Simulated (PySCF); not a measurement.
One entry of a table of gas-phase calculations, keyed by method. Lists by class give the value and the number of equivalent atoms.

```json
{
 "formula": "C7H4ClO2",
 "smiles": "O=C([O-])c1ccccc1Cl",
 "charge": -1,
 "multiplicity": 1,
 "geometry_level": "GFN2-xTB",
 "atoms_angstrom": [
  ["O", 3.066, 0.879, 0.32],
  ["C", 2.436, -0.133, 0.009],
  ["O", 2.844, -1.254, -0.313],
  ["C", 0.853, -0.008, 0.014],
  ["C", 0.132, -1.144, -0.338],
  ["C", -1.248, -1.159, -0.37],
  ["C", -1.951, -0.01, -0.045],
  ["C", -1.264, 1.136, 0.309],
  ["C", 0.124, 1.129, 0.336],
  ["Cl", 0.902, 2.607, 0.79],
  ["H", 0.713, -2.022, -0.587],
  ["H", -1.78, -2.06, -0.648],
  ["H", -3.034, -0.004, -0.065],
  ["H", -1.795, 2.042, 0.566]
 ],
 "electronic_structure_code": "PySCF",
 "results": {
  "GFN2-xTB geometry": {
   "point_group": "Cs",
   "rotational_constants_GHz": [1.511, 1.225, 0.676]
  },
  "PBE0/pcSseg-1 ground state and GIAO shieldings, non-relativistic": {
   "homo_eV": -1.59,
   "lumo_eV": 3.13,
   "shift_vs_computed_TMS_C_by_class_ppm": [
    [162.1, 1],
    [150.5, 1],
    [145.8, 1],
    [141.0, 1],
    [132.6, 1],
    [127.6, 1],
    [126.6, 1]
   ],
   "shift_vs_computed_TMS_H_by_class_ppm": [
    [9.06, 1],
    [7.02, 1],
    [6.93, 1],
    [6.79, 1]
   ],
   "shielding_other_nuclei_by_class_ppm": [
    ["O", 13.4, 2],
    ["Cl", 729.9, 1]
   ],
   "charges_hirshfeld_e_by_atom": [-0.41, 0.1, -0.41, -0.03, -0.06, -0.08, -0.08, -0.09, 0.01, -0.08, 0.03, 0.03, 0.03, 0.03]
  }
 }
}
```

With B = h/(8π²I), that is 505.379 GHz u Å² over I, the principal moments of inertia are 334.6, 412.7 and 747.2 u Å² (most abundant isotopes); the inertial defect Ic − Ia − Ib is -0.1 u Å² (zero for a rigid planar frame, negative otherwise). The rotational constants make it an asymmetric top with κ = (2B − A − C)/(A − C) = 0.31, nearer the oblate limit (+1).

 NMR classes are plain means over equivalent atoms (diastereotopic ones count apart unless rotation or inversion swaps them), as if these changed places fast; in this geometry the members of some classes differ. No diffuse functions stand in pcSseg-1, which bears on an anion's orbital energies.

Shape of the structure used: `[O:1]=[C:2]([O-:3])[c:4]1[cH:5][cH:6][cH:7][cH:8][c:9]1[Cl:10]`: O1–C2–C4–C5 180°.
